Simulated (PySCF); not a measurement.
# Worked example: chemical shift, span and skew from a shielding tensor

C₃H₂O, SMILES O=c1cc1. Atoms are numbered in the order given.

```xyz
6

O      0.0000     0.0000     1.5386
C      0.0000     0.0000     0.3380
C      0.0000     0.6738    -0.9322
C      0.0000    -0.6738    -0.9322
H      0.0000     1.5575    -1.5751
H      0.0000    -1.5575    -1.5751
```

Geometry: B3LYP-D3(BJ)/def2-SVP.

GIAO shieldings from PySCF with PBE/pcSseg-2, non-relativistic, no solvent. The symmetric part of the tensor of C2 has the principal values -87.7, 51.9, 117.9 ppm. The same nucleus in TMS has σ = 181.4 ppm at this level (PySCF, at its B3LYP-D3(BJ)/def2-TZVP geometry).

Question: Work out the isotropic shielding, the ¹³C shift against TMS, the span and the skew.

Answer: 
σ(iso) = (σ11 + σ22 + σ33)/3 = 27.4 ppm. δ = σ(ref) − σ(iso) = 181.4 − (27.4) = 154.0 ppm.
Span Ω = σ33 − σ11 = 205.6 ppm. Skew κ = 3(σ(iso) − σ22)/Ω = -0.36. Tumbling in solution averages the tensor to δ; in a static solid the shielding alone would spread this spin-1/2 line over Ω.
